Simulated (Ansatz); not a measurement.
Spectroscopic constants of TeF, multiplicity 4 (an upper state: multiplicity 2 came lower at CCSD(T)/def2-TZVPP on PBE0 minima). No spin–orbit coupling.

Seven points along R, fitted to fifth degree in 1/R; most abundant isotopes. Runs in def2 and cc sets follow the lowest solution found near the PBE0 minimum.

Correlated levels freeze the inner cores; with def2 sets outer-core shells near the valence are correlated too.

Programs: Ansatz (Gaussian basis) for Hartree–Fock, density functionals and correlated methods. Values without a source in brackets are computed. In def2 rows elements past Kr take small-core potentials, without spin–orbit coupling.

Problem. What bond length and harmonic frequency does PBE/def2-TZVPP give?

Solution. r_e = 2.141 Å, ω_e = 386 cm⁻¹.

Problem. What bond length and harmonic frequency does PBE0/def2-TZVPP give?

Solution. r_e = 2.098 Å, ω_e = 415 cm⁻¹.

Problem. What bond length and harmonic frequency does CCSD(T)/def2-TZVPP give?

Solution. r_e = 2.091 Å, ω_e = 425 cm⁻¹.

Ansatz is an electronic-structure program.
